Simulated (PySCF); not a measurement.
Sn(All)(OH)3, C₃H₈O₃Sn, SMILES C=C[CH2][Sn]([OH])([OH])[OH] at its GFN2-xTB optimised geometry (Å):

```
15

C      2.6019    -1.3208     2.1094
C      2.1540    -0.3301     1.3502
C      1.6209    -0.5202     0.0000
Sn    -0.6040    -0.5202     0.0000
O     -1.3982    -1.4324    -1.5728
O     -1.4330    -1.4097     1.5600
O     -1.4201     1.2831     0.0000
H      3.0025    -1.1454     3.0923
H      2.5947    -2.3418     1.7645
H      2.1635     0.6861     1.7206
H      1.8677     0.2933    -0.6766
H      1.8860    -1.4819    -0.4314
H     -1.8534    -0.8374    -2.1680
H     -1.8225    -2.2580     1.3490
H     -1.8860     1.4819     0.8121
```

Computed with PBE0/def2-TZVP, def2 effective core potentials past Kr (PySCF). The core electrons that the potentials of Sn replace are not part of the density. Cells within 0.4 Å of a nucleus heavier than hydrogen are left out (blank, or x).

Map of the HOMO amplitude (bohr^(-3/2)) on the plane z = 0.0 Å; orbital energy -7.18 eV, overall sign arbitrary:

```
|44444444444444444444444444444|
|44444444444444444444444444444|
|44444444444444444444444444444|
|44444444444443334444334444444|
|44444444444433333333333344444|
|44444444444333333333333334444|
|44444444444333333443333333444|
|44444445543333334443333333444|
|44444455653233334443333333444|
|44444456xxx123344443333333444|
|44444456xxx123444444333333444|
|44444444421234444444333333444|
|44444444332344555544333333444|
|44444443333445566654322333444|
|44444443333444567775212233444|
|44444433333xxx47889xx01233444|
|44444433333xxx37889xxx1233444|
|444444333334x257788xx01233444|
|44444433334455666665322333444|
|44444443334455566554322333444|
|44444443334445555544333334444|
|44444444444444444443333334444|
|44444444444444444443333334444|
|44444444444444444443333334444|
|44444444444444444443333344444|
|44444444444444444443333344444|
|44444444444444444443333344444|
|44444444444444444443333444444|
|44444444444444444443334444444|
```
Scale: ten equal steps from -0.103 (start of '0') to 0.154 (end of '9'), in the order '0123456789'; x runs from -4.00 to 4.00, y from -4.00 (bottom) to 4.00 (top).
